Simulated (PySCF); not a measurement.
Some computed properties have been withheld. Give your best values.

C2H10OSi4.
SMILES: `C=C[Si]1(O)[SiH2][SiH2][SiH2]1`

Conformer (atom-mapped SMILES and torsion angles): `[CH2:1]=[CH:2][Si:3]1([OH:4])[SiH2:5][SiH2:6][SiH2:7]1`: C1–C2–Si3–O4 178°, H–O4–Si3–C2 45°.

| property | level | value |
| --- | --- | --- |
| point group of the GFN2-xTB geometry | GFN2-xTB | C1 |
| rotational constants A, B, C of the GFN2-xTB geometry | GFN2-xTB | 1.502, 0.878, 0.819 GHz |
| dipole moment | PBE0/def2-SVPD | 2.02 D |
| HOMO energy | PBE0/def2-SVPD | -6.88 eV |
| LUMO energy | PBE0/def2-SVPD | -1.65 eV |
| lowest singlet excitation | TDDFT PBE0/def2-SVPD | ? |
| strongest line among the 6 lowest singlet transitions | TDDFT PBE0/def2-SVPD | S4 at 5.09 eV (244 nm, f = 0.168) |
| lowest triplet excitation (Tamm–Dancoff) | TDA PBE0/def2-SVPD | 3.57 eV |
| static isotropic polarisability | PBE0/def2-SVPD | 145.0 au |
| electronic spatial extent ⟨r²⟩ about the centre of nuclear charge | PBE0/def2-SVPD | 1719 bohr² |
| 13C chemical shifts (computed TMS as zero) by class | GIAO PBE0/pcSseg-1 | ? |
| 1H chemical shifts (computed TMS as zero) by class | GIAO PBE0/pcSseg-1 | 6.65 (1 H), 6.56 (1 H), 5.90 (1 H), 4.41 (2 H), 4.05 (2 H), 3.90 (1 H), 3.84 (1 H), 0.99 (1 H) ppm |
| isotropic shieldings of nuclei other than C and H, by class | GIAO PBE0/pcSseg-1 | ? |

The electronic properties come from PySCF, for the isolated species, density fitting. NMR classes are plain means over equivalent atoms (diastereotopic ones count apart unless rotation or inversion swaps them), as if these changed places fast; in this geometry the members of some classes differ.

Task: The lowest singlet excitation?

Result: 3.91 eV (317 nm, f = 0.002).

Task: The 13C chemical shifts (computed TMS as zero) by class?

Result: 151.2 (1 C), 142.8 (1 C) ppm.

Task: Give the isotropic shieldings of nuclei other than C and H, by class.

Result: 310 (1 O), 316 (1 Si), 430 (2 Si), 468 (1 Si) ppm.

The rotational constants make it an asymmetric top with κ = (2B − A − C)/(A − C) = -0.83, nearer the prolate limit (−1). The polarisability is 21.49 Å³ as a volume (1 au = 0.148185 Å³), or 1.69 au for each of the 86 electrons. No computed singlet falls in the visible range (750 to 380 nm, 1.65 to 3.26 eV); S1 lies 0.65 eV above its blue end.

For the TDDFT job (PBE0/def2-SVPD), on one thread, Arm Neoverse V2, no GPU, on a shared host, this took 50 s (with the writing of density and orbital grids).

One conformer stands for the species.
